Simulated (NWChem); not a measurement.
Program: NWChem. System: HClSi, charge 0, spin multiplicity 1, displaced from the optimised geometry. The structure started from a generated list of species. Level: MP2/cc-pVDZ, 10 core orbitals frozen, spin-restricted.

The NWChem input:

```
start mol
memory heap 200 mb stack 900 mb global 1100 mb
geometry units angstroms nocenter noautoz noautosym
  Si    -0.750692    -0.813678     0.000000
  H      0.327639    -1.910612     0.000000
  Cl     1.273763     1.580554     0.000000
end
basis spherical
  * library cc-pvdz
end
scf
  rhf
  nopen 0
  maxiter 100
  thresh 1e-7
  semidirect memsize 60000000 filesize 0
end
mp2
  freeze core 10
end
task mp2 energy
```

NWChem printed:

```
             Northwest Computational Chemistry Package (NWChem) 7.3.0
             --------------------------------------------------------

                                NWChem Input Module
                                -------------------

 Scaling coordinates for geometry "geometry" by  1.889725989
 (inverse scale =  0.529177249)

                             Geometry "geometry" -> ""
                             -------------------------

 Output coordinates in angstroms (scale by  1.889725989 to convert to a.u.)

  No.       Tag          Charge          X              Y              Z
 ---- ---------------- ---------- -------------- -------------- --------------
    1 Si                  14.0000    -0.75069200    -0.81367800     0.00000000
    2 H                    1.0000     0.32763900    -1.91061200     0.00000000
    3 Cl                  17.0000     1.27376300     1.58055400     0.00000000

 Effective nuclear repulsion energy (a.u.)      47.4718037692

            Nuclear Dipole moment (a.u.)
            ----------------------------
        X                 Y               Z
 ---------------- ---------------- ----------------
    21.6787891424    25.6385058610     0.0000000000


 Summary of "ao basis" -> "" (spherical)
 ------------------------------------------------------------------------------
       Tag                 Description            Shells   Functions and Types
 ---------------- ------------------------------  ------  ---------------------
 *                          cc-pvdz                   on all atoms

 Summary of "ao basis" -> "ao basis" (spherical)
 ------------------------------------------------------------------------------
       Tag                 Description            Shells   Functions and Types
 ---------------- ------------------------------  ------  ---------------------
 Si                         cc-pvdz                  8       18   4s3p1d
 H                          cc-pvdz                  3        5   2s1p
 Cl                         cc-pvdz                  8       18   4s3p1d

                                 NWChem SCF Module
                                 -----------------

  ao basis        = "ao basis"
  functions       =    41
  atoms           =     3
  closed shells   =    16
  open shells     =     0
  charge          =   0.00
  wavefunction    = RHF
  use symmetry    = F
  symmetry adapt  = F

 Summary of "ao basis" -> "ao basis" (spherical)
 ------------------------------------------------------------------------------
       Tag                 Description            Shells   Functions and Types
 ---------------- ------------------------------  ------  ---------------------
 Si                         cc-pvdz                  8       18   4s3p1d
 H                          cc-pvdz                  3        5   2s1p
 Cl                         cc-pvdz                  8       18   4s3p1d

 Forming initial guess at       0.0s

      Superposition of Atomic Density Guess
      -------------------------------------

 Sum of atomic energies:        -748.80959341

      Non-variational initial energy
      ------------------------------

 Total energy =    -748.503167
 1-e energy   =   -1130.767725
 2-e energy   =     334.792754
 HOMO         =      -0.267698
 LUMO         =      -0.078496

 Starting SCF solution at       0.6s

 ----------------------------------------------
         Quadratically convergent ROHF

 Convergence threshold     :          1.000E-07
 Maximum no. of iterations :          100
[...]
    11     -0.193210  1 Si px                 8     -0.173434  1 Si px

 Vector   17  Occ=0.000000D+00  E=-5.763504D-02
              MO Center= -7.3D-01, -8.3D-01, -1.8D-16, r^2= 2.9D+00
   Bfn.  Coefficient  Atom+Function         Bfn.  Coefficient  Atom+Function
  ----- ------------  ---------------      ----- ------------  ---------------
    13      0.692204  1 Si pz                10      0.405860  1 Si pz

 Vector   18  Occ=0.000000D+00  E=-2.539371D-02
              MO Center= -5.0D-01, -5.5D-01,  1.8D-16, r^2= 4.0D+00
   Bfn.  Coefficient  Atom+Function         Bfn.  Coefficient  Atom+Function
  ----- ------------  ---------------      ----- ------------  ---------------
    12      0.556635  1 Si py                11      0.404456  1 Si px
     9      0.311304  1 Si py                 8      0.257386  1 Si px
    35      0.257691  3 Cl py                34      0.218362  3 Cl px
    32      0.185675  3 Cl py                 3      0.173680  1 Si s
    27     -0.159463  3 Cl s                 31      0.154731  3 Cl px

 Vector   19  Occ=0.000000D+00  E= 1.252230D-01
              MO Center= -6.2D-01, -9.4D-01,  2.1D-19, r^2= 4.1D+00
   Bfn.  Coefficient  Atom+Function         Bfn.  Coefficient  Atom+Function
  ----- ------------  ---------------      ----- ------------  ---------------
    20      1.654459  2 H  s                  4     -0.992548  1 Si s
    11     -0.967990  1 Si px                12      0.938176  1 Si py
    19      0.196739  2 H  s                  8     -0.186870  1 Si px
     3     -0.179976  1 Si s                  9      0.152712  1 Si py

 center of mass
 --------------
 x =   0.70532514 y =   0.90360098 z =   0.00000000

 moments of inertia (a.u.)
 ------------------
         339.025194211957        -269.419729731344           0.000000000000
        -269.419729731344         227.480006493869           0.000000000000
           0.000000000000           0.000000000000         566.505200705827

  Mulliken analysis of the total density
  --------------------------------------

    Atom       Charge   Shell Charges
 -----------   ------   -------------------------------------------------------
    1 Si  14    13.34   2.00  2.01  1.09  0.77  6.00  0.77  0.62  0.08
    2 H    1     1.06   0.71  0.33  0.01
    3 Cl  17    17.60   2.00  2.01  0.91  1.08  6.00  2.93  2.69  0.00

       Multipole analysis of the density wrt the origin
       ------------------------------------------------

     L   x y z        total         open         nuclear
     -   - - -        -----         ----         -------
     0   0 0 0     -0.000000      0.000000     32.000000

     1   1 0 0     -1.991969      0.000000     21.678789
     1   0 1 0     -2.667038      0.000000     25.638506
     1   0 0 1     -0.000000      0.000000      0.000000

     2   2 0 0    -23.268693      0.000000    127.054587
     2   1 1 0     -1.724819      0.000000    150.523151
     2   1 0 1     -0.000000      0.000000      0.000000
     2   0 2 0    -22.841314      0.000000    197.794148
     2   0 1 1     -0.000000      0.000000      0.000000
     2   0 0 2    -18.139286      0.000000      0.000000

                   NWChem MP2 Semi-direct Energy/Gradient Module
                   ---------------------------------------------

  Basis functions       =     41
  Molecular orbitals    =     41
  Frozen core           =     10
  Frozen virtuals       =      0
  Active alpha occupied =      6
  Active beta occupied  =      6
  Active alpha virtual  =     25
  Active beta virtual   =     25
  Use MO symmetry       = F
  Use skeleton AO sym   = F

  AO/Fock/Back tols     =   1.0D-09  1.0D-09  1.0D-09

 GA uses MA = F    GA memory limited = T

 Available:
  local mem=  1.26D+08
 global mem=  1.44D+08
 local disk=  0.00D+00
  mp2_memr nvloc                    25
  nvloc new                    25
   1 passes of   6:        3145728                       7254                    442044.
   1 passes of   6: M    126153856           G      144175838           F     123008128.

 Semi-direct pass number   1 of   1  for RHF alpha+beta  at        0.6s
  vrange nnbf                   861
  mp2_eaftype                    10  avail_ma_in_mb                  1099
 EAF : mp2_eaftype filesize          10     221022.
  mp2_eaf for mointskh                     10
Node 0 wrote      1.0 Mb in      0.0 s     Agg I/O rate:  2295.8 Mb/s
 Done moints_semi at        1.7s
  mp2_eaftype                    10  avail_ma_in_mb                  1089
 EAF : mp2_eaftype filesize          10     221022.
  mp2_eaf for kh                    10
 Done maket at        1.7s
 Done multipass loop at        1.7s

          -------------------------------------------
          SCF energy                -748.921257943909
          Correlation energy          -0.210719599899
          Singlet pairs               -0.142845396329
          Triplet pairs               -0.067874203570
          Total MP2 energy          -749.131977543808
          -------------------------------------------

          ---------------------------------------------------
                    Spin Component Scaled (SCS) MP2
          Same spin pairs                     -0.045249469046
          Same spin scaling factor             0.333333333333
          Opposite spin pairs                 -0.165470130852
          Opposite spin scaling fact.          1.200000000000
          SCS-MP2 correlation energy          -0.213647313371
          Total SCS-MP2 energy              -749.134905257281
          ---------------------------------------------------

 -----------------------
 Performance information
 -----------------------

 Timer overhead =  9.61D-08 seconds/call

               Nr. of calls         CPU time (s)                 Wall time (s)                GFlops
             ---------------    -------------------     ------------------------------   -------------------
Name         Min   Avg   Max    Min     Avg     Max     Min     Avg     Max   Mx/calls   Min     Max     Sum
mp2: moin     1     1     1    1.1     1.1     1.1      1.1     1.1     1.1     1.1      0.0     0.0     0.0
mp2: make     1     1     1   4.90E-3 4.90E-3 4.90E-3  4.90E-3 4.90E-3 4.90E-3 4.90E-3   0.0     0.0     0.0
mp2: tota     1     1     1    1.1     1.1     1.1      1.1     1.1     1.1     1.1      0.0     0.0     0.0

 The average no. of pstat calls per process was 3.00D+00
 with a timing overhead of 2.88D-07s

 Task  times  cpu:        1.7s     wall:        1.7s

 Total times  cpu:        1.7s     wall:        1.7s
```
